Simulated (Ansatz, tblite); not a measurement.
Removing an electron: GeMe2H2 (C2H8Ge). Total charge 0; singlet. Geometry: PBE-D4/def2-SVP. Ansatz, gas phase; energy differences of separate SCF runs; the oxidised species was run as a doublet alone.

Cartesian coordinates in Å:
```
Ge -0.395 0.459 0.479
C -0.621 0.416 -1.477
H -1.400 1.135 -1.797
H -0.922 -0.598 -1.807
H 0.330 0.681 -1.980
C 0.981 -0.834 1.040
H 1.113 -0.813 2.140
H 1.952 -0.592 0.565
H 0.690 -1.860 0.741
H -1.748 0.115 1.170
H 0.021 1.892 0.926
```

The xTB rows come from tblite. HOMO above LUMO, or a gap near zero within one spin, warns that the state may not be the lowest or that an electron is smeared out.

| level | −HOMO (eV) | vertical IE (eV) | −LUMO (eV) | HOMO–LUMO gap (eV) |
| --- | --- | --- | --- | --- |
| GFN1-xTB | 12.17 | 14.98 | 5.46 | 6.71 |
| GFN2-xTB | 11.19 | 14.17 | 2.29 | 8.90 |
| PBE0-D4/def2-TZVP | 8.50 | 10.57 | -1.06 | 9.56 |

(1) Estimate the rows for PBE-D4/def2-TZVP, r2SCAN-D4/def2-TZVP.

Results:

(1) 
| level | −HOMO (eV) | vertical IE (eV) | −LUMO (eV) | HOMO–LUMO gap (eV) | remarks |
| --- | --- | --- | --- | --- | --- |
| PBE-D4/def2-TZVP | 7.26 | 10.36 | -0.29 | 7.55 | gap within one spin near zero (+1 doublet) |
| r2SCAN-D4/def2-TZVP | 7.53 | 10.45 | -0.95 | 8.48 | – |

  Raw xTB energy differences between charge states are shifted by several eV; the methods need an empirical correction for them.
